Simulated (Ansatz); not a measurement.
Born–Oppenheimer molecular dynamics of CH₇ClFNSi₂ (13 atoms, charge 0, multiplicity 1). It starts from a relaxed structure.

These are results of RKS PBE0-D4/STO-3G (Ansatz 0.2.0), not measurements.

| Quantity | Value |
| --- | --- |
| ensemble | NVE (velocity Verlet) |
| time step | 0.5 fs |
| steps asked | 400 |
| starting velocities drawn for | 500 K |
| seed | 191034 |

First frame:

```xyz
13
Properties=species:S:1:pos:R:3
N -1.542 -0.839 0.623
Si -0.305 -0.089 -0.409
C 1.109 -1.353 -0.609
F 0.723 -2.494 -1.341
Si 0.437 1.769 0.641
Cl -1.169 3.119 0.863
H -1.928 -1.685 0.140
H -2.370 -0.201 0.699
H -0.772 0.271 -1.738
H 1.467 -1.660 0.398
H 1.974 -0.865 -1.112
H 1.452 2.475 -0.112
H 0.944 1.517 1.972
```

What does the run give?

All steps were run.

```json
{
  "steps done": "400",
  "time covered": "200 fs",
  "mean temperature over the second half": "250 K",
  "spread of the potential energy over the second half": "4.7 meV per atom",
  "mean potential energy of the second half above the start": "27.4 meV per atom"
}
```

The conserved energy stayed within 0.17 meV per atom of its start (net change 0.12 meV per atom), so the integration is sound. The temperature averaged 0.50 of the 500 K drawn at the start: a run that starts near a minimum puts about half its kinetic energy into the potential. A run of 0.2 ps of so small a system gives no equilibrium averages. Limits of this set-up: minimal basis.

What happens to the structure?

The same pairs are bonded in the first frame and the last. Pairs count as bonded within 1.25 times the sum of covalent radii (0.12 Å more for H–H). The details hang on the random start.

How do temperature and energy run in time?


| time (fs) | T (K) | potential energy less start (eV) | conserved less start (meV/atom) |
| --- | --- | --- | --- |
| 0.0 | 500 | 0.000 | 0.00 |
| 10.0 | 205 | 0.421 | 0.11 |
| 20.0 | 200 | 0.428 | 0.12 |
| 30.0 | 305 | 0.279 | 0.09 |
| 40.0 | 211 | 0.413 | 0.13 |
| 50.0 | 223 | 0.394 | 0.06 |
| 60.0 | 339 | 0.230 | 0.09 |
| 70.0 | 224 | 0.393 | 0.08 |
| 80.0 | 213 | 0.410 | 0.13 |
| 90.0 | 299 | 0.288 | 0.10 |
| 100.0 | 291 | 0.298 | 0.08 |
| 110.0 | 207 | 0.419 | 0.12 |
| 120.0 | 282 | 0.310 | 0.08 |
| 130.0 | 244 | 0.366 | 0.15 |
| 140.0 | 227 | 0.390 | 0.11 |
| 150.0 | 317 | 0.261 | 0.11 |
| 160.0 | 241 | 0.369 | 0.10 |
| 170.0 | 241 | 0.369 | 0.07 |
| 180.0 | 238 | 0.374 | 0.13 |
| 190.0 | 251 | 0.355 | 0.09 |
| 200.0 | 253 | 0.353 | 0.12 |

Run time: 18 min on 1 thread of Arm Neoverse V1, on a shared host, peak memory 0.11 GiB.
